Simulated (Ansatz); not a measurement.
`C/C(F)=C(\F)C(F)(F)F` + `[SH][Ge][Cl]` → `C[S][Ge][Cl]` + `F/C=C(\F)C(F)(F)F` at 298.15 K and 1 bar (substitution at a C–C bond).

Program: Ansatz. Geometries: PBE0-D4/def2-TZVP. ΔE: electronic, gas phase. CCSD(T)/CBS is the MP2 limit (def2-TZVPP, def2-QZVPP) plus CCSD(T) − MP2 in def2-TZVPP, frozen cores. Double bonds are as drawn, so ΔE can hold a change between cis and trans. For Ge outer-core shells are correlated without core-valence functions, which leaves a few kJ/mol of doubt a bond. Scalar relativity is left out up to krypton. One conformer a species, not always the lowest.

```json
{"species": "`C/C(F)=C(\\F)C(F)(F)F`", "CCSD(T)/CBS energy (Eh)": "-652.93707", "H − E (kJ/mol)": "209.2", "S (J/(mol·K))": "389.5"}
{"species": "`[SH][Ge][Cl]`", "CCSD(T)/CBS energy (Eh)": "-2934.32884", "H − E (kJ/mol)": "42.2", "S (J/(mol·K))": "307.8"}
{"species": "`C[S][Ge][Cl]`", "CCSD(T)/CBS energy (Eh)": "-2973.58695", "H − E (kJ/mol)": "124.8", "S (J/(mol·K))": "354.2"}
{"species": "`F/C=C(\\F)C(F)(F)F`", "CCSD(T)/CBS energy (Eh)": "-613.66934", "H − E (kJ/mol)": "133.0", "S (J/(mol·K))": "355.5"}
```

H − E and S are ideal-gas, rigid-rotor, harmonic terms from PBE0-D4/def2-TZVP, for one conformer and one mirror image of each species. 1 Eh = 2625.50 kJ/mol, R = 8.31446 J/(mol·K).

Question: By hand: ΔE, ΔH, ΔS and ΔG.

Answer: ΔE = (-2973.58695) + (-613.66934) − (-652.93707) − (-2934.32884) = 0.00962 Eh = 25.3 kJ/mol. Δ(H − E) = 124.8 + 133.0 − 209.2 − 42.2 = 6.4, so ΔH = 31.7 kJ/mol. ΔS = 354.2 + 355.5 − 389.5 − 307.8 = 12.4 J/(mol·K). ΔG = 31.7 − 298.15 × (12.4)/1000 = 28.0 kJ/mol.

Question: By hand: the equilibrium constant, and the temperature at which ΔG would vanish if ΔH and ΔS stayed fixed.

Answer: log₁₀ K = −ΔG/(RT ln 10) = -4.9. ΔG = 0 at ΔH/ΔS = 2556 K, far beyond where these terms or the molecules hold.

The number of gas molecules stays the same, so ΔS is small and ΔH decides. A doubt of 5 kJ/mol in ΔE shifts log₁₀ K by 0.9 here. Other conformers and mirror images would add mixing entropy, several J/(mol·K) or more a flexible species. Modes under 60 cm⁻¹, often nearly free rotors, make the harmonic entropy too high. These are equilibria of isolated gas molecules and say nothing of rates. Largest T1 diagnostic: 0.014 (customary marks: 0.02 for closed shells, 0.045 for open ones).
